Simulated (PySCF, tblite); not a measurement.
Isomers of C8H9 (doublet state), one GFN2-xTB conformer each. Single-point energies are computed at B3LYP/pcH-1 (PySCF, gas phase, no added dispersion term), electronic only. GFN2-xTB treats the open shell by occupation alone, and not every SCF solution was tested for stability.

Task: Rank them by B3LYP/pcH-1 energy, lowest first (kcal/mol).
A. `[CH2:1][C:2]#[C:3]/[CH:4]=[CH:5]\[CH2:6][CH:7]=[CH2:8]` (doublet state) with C4–C5–C6–C7 -114°, C5–C6–C7–C8 -115°
B. `[H]/[C:1]=[CH:2]\[C@@H:3]1[CH:4]=[C:5]1[C:6](=[CH2:7])[CH3:8]` (doublet state) with C1–C2–C3–C4 -150°, C4–C5–C6–C7 -179°

Result: A (0.0), B (45.2).

As drawn, the higher has a three-membered ring, which the lower lacks. GFN2-xTB itself gives, in the same order: 0.0, 40.3. Both levels put the same isomer lowest.

Task: What happens when harmonic zero-point energies from GFN2-xTB frequencies are added?

Result: 
| SMILES | ZPE (kcal/mol) | electronic (kcal/mol) | with ZPE (kcal/mol) |
| --- | --- | --- | --- |
| [CH2]C#C/C=C\CC=C | 84.1 | 0.0 | 0.0 |
| [H]/[C]=C\[C@@H]1C=C1C(=C)C | 83.9 | 45.2 | 45.0 |

The zero-point energies span 0.2 kcal/mol. The order is unchanged.
